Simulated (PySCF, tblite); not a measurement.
Isomers of C7H9N2 (doublet state), one GFN2-xTB conformer each. Single-point energies are computed at B3LYP/pcH-1 (PySCF, gas phase, no added dispersion term), electronic only. GFN2-xTB treats the open shell by occupation alone, and not every SCF solution was tested for stability.

| SMILES | GFN2-xTB relative energy (kcal/mol) |
| --- | --- |
| C=C[CH]Cc1ncc[nH]1 | 7.3 |
| CNc1ccc([NH])cc1 | 0.0 |
| [NH]c1ccccc1CN | 12.3 |

Conformers: `[CH2:1]=[CH:2][CH:3][CH2:4][c:5]1[n:6][cH:7][cH:8][nH:9]1` (doublet state) with C1–C2–C3–C4 177°, C2–C3–C4–C5 -110°, C3–C4–C5–N6 -134°; `[CH3:1][NH:2][c:3]1[cH:4][cH:5][c:6]([NH:7])[cH:8][cH:9]1` (doublet state) with C1–N2–C3–C4 7°, C5–C6–N7–H 180°; `[NH:1][c:2]1[cH:3][cH:4][cH:5][cH:6][c:7]1[CH2:8][NH2:9]` (doublet state) with H–N1–C2–C3 -6°, C6–C7–C8–N9 -117°, C7–C8–N9–H 52° and -66°.

Q: What does B3LYP/pcH-1 give for the same structures?

A: 
```csv
SMILES,B3LYP/pcH-1 E (Eh),B3LYP/pcH-1 (kcal/mol),GFN2-xTB (kcal/mol),point group
CNc1ccc([NH])cc1,-381.65131,0.0,0.0,near Cs
[NH]c1ccccc1CN,-381.64650,3.0,12.3,C1
C=C[CH]Cc1ncc[nH]1,-381.63254,11.8,7.3,C1
```

Both levels put the same isomer lowest; measured from each level's own lowest isomer, the values differ by up to 9.3 kcal/mol ([NH]c1ccccc1CN: 12.3 against 3.0). Neighbours under 5.0 kcal/mol apart (CNc1ccc([NH])cc1 and [NH]c1ccccc1CN) can change places with a better method, another conformer or zero-point energy.

Q: What happens when harmonic zero-point energies from GFN2-xTB frequencies are added?

A: 
```tsv
SMILES	ZPE (kcal/mol)	electronic (kcal/mol)	with ZPE (kcal/mol)
CNc1ccc([NH])cc1	90.5	0.0	0.0
[NH]c1ccccc1CN	91.0	3.0	3.5
C=C[CH]Cc1ncc[nH]1	89.9	11.8	11.2
```

The zero-point energies span 1.1 kcal/mol. The order is unchanged.

Q: As an exercise, what shares would exp(−E/RT) give at 500 K from these electronic energies alone (no entropy, no degeneracies)?

A: RT = 0.994 kcal/mol: CNc1ccc([NH])cc1 95.4 %, [NH]c1ccccc1CN 4.6 %, C=C[CH]Cc1ncc[nH]1 under 0.1 %.
